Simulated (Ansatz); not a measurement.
`C#CCCCCc1ccc(-c2ccccc2)cc1` with charge -1. Charge -1, multiplicity 2. Geometry PBE-D4/def2-SVP, that of the neutral singlet; atoms count from 1.

Cartesian coordinates in Å:
```
C 5.0086 3.1793 1.0792
C 3.8332 3.3990 1.3351
C 2.4266 3.6305 1.6510
C 1.6475 2.3465 1.9969
C 0.1863 2.6255 2.3509
C -0.6299 1.3656 2.7039
C -0.7999 0.4092 1.5458
C -1.8049 0.6188 0.5794
C -1.9456 -0.2349 -0.5202
C -1.0813 -1.3380 -0.7031
C -1.2295 -2.2465 -1.8668
C -2.5056 -2.5633 -2.3870
C -2.6442 -3.4226 -3.4852
C -1.5093 -3.9844 -4.0918
C -0.2346 -3.6797 -3.5872
C -0.0969 -2.8219 -2.4879
C -0.0749 -1.5479 0.2656
C 0.0604 -0.6922 1.3655
H 6.0480 2.9927 0.8503
H 1.9366 4.1393 0.7903
H 2.3572 4.3486 2.4995
H 1.7072 1.6450 1.1382
H 2.1511 1.8354 2.8461
H 0.1439 3.3296 3.2114
H -0.3067 3.1500 1.5019
H -0.1390 0.8403 3.5510
H -1.6302 1.6826 3.0669
H -2.4901 1.4751 0.6902
H -2.7268 -0.0309 -1.2682
H -3.4036 -2.1502 -1.9026
H -3.6491 -3.6610 -3.8674
H -1.6180 -4.6591 -4.9545
H 0.6631 -4.1078 -4.0597
H 0.9082 -2.5671 -2.1184
H 0.5960 -2.4148 0.1688
H 0.8463 -0.8905 2.1118
```

Single mean-field runs in def2-TZVP are fitted with def2-universal-jkfit. The highest occupied level of the charge -1 doublet lies above zero (up to 1.64 eV). By energy differences it is unbound by 0.27 eV (vertical, to the charge 0 singlet, at PBE0-D4/def2-TZVP) and held by the finite basis.

(1) Estimate the Mulliken populations of the heavy atoms from the PBE0/def2-TZVP orbitals of Ansatz.

(2) Where does the spin sit?

(3) And the Mayer bond orders between bonded heavy atoms (over 0.3)?

Answers

(1) 
```json
{"atom": "C1", "charge (e)": "-0.18", "spin (α − β)": "0.00"}
{"atom": "C2", "charge (e)": "0.03", "spin (α − β)": "0.00"}
{"atom": "C3", "charge (e)": "-0.32", "spin (α − β)": "0.00"}
{"atom": "C4", "charge (e)": "-0.24", "spin (α − β)": "0.01"}
{"atom": "C5", "charge (e)": "-0.11", "spin (α − β)": "-0.02"}
{"atom": "C6", "charge (e)": "-0.21", "spin (α − β)": "-0.04"}
{"atom": "C7", "charge (e)": "0.17", "spin (α − β)": "0.26"}
{"atom": "C8", "charge (e)": "-0.25", "spin (α − β)": "-0.02"}
{"atom": "C9", "charge (e)": "-0.25", "spin (α − β)": "0.09"}
{"atom": "C10", "charge (e)": "0.16", "spin (α − β)": "0.13"}
{"atom": "C11", "charge (e)": "0.15", "spin (α − β)": "0.10"}
{"atom": "C12", "charge (e)": "-0.26", "spin (α − β)": "0.11"}
{"atom": "C13", "charge (e)": "-0.12", "spin (α − β)": "-0.04"}
{"atom": "C14", "charge (e)": "-0.19", "spin (α − β)": "0.25"}
{"atom": "C15", "charge (e)": "-0.12", "spin (α − β)": "-0.04"}
{"atom": "C16", "charge (e)": "-0.26", "spin (α − β)": "0.11"}
{"atom": "C17", "charge (e)": "-0.24", "spin (α − β)": "0.11"}
{"atom": "C18", "charge (e)": "-0.25", "spin (α − β)": "-0.03"}
```
Mulliken values and Mayer orders depend strongly on the basis.

(2) Summed by element: C 0.98, H 0.02, of 1 unpaired in all. Largest on single atoms: C7 0.26, C14 0.25, C10 0.13.

(3) C1–C2 2.69 (1.22 Å); C2–C3 1.22 (1.46 Å); C3–C4 1.01 (1.54 Å); C4–C5 1.05 (1.53 Å); C5–C6 1.00 (1.54 Å); C6–C7 0.93 (1.51 Å); C7–C8 1.25 (1.41 Å); C7–C18 1.26 (1.41 Å); C8–C9 1.54 (1.40 Å); C9–C10 1.25 (1.41 Å); C10–C11 1.02 (1.48 Å); C10–C17 1.25 (1.41 Å); C11–C12 1.27 (1.41 Å); C11–C16 1.27 (1.41 Å); C12–C13 1.53 (1.40 Å); C13–C14 1.33 (1.40 Å); C14–C15 1.33 (1.40 Å); C15–C16 1.53 (1.40 Å); C17–C18 1.52 (1.40 Å).
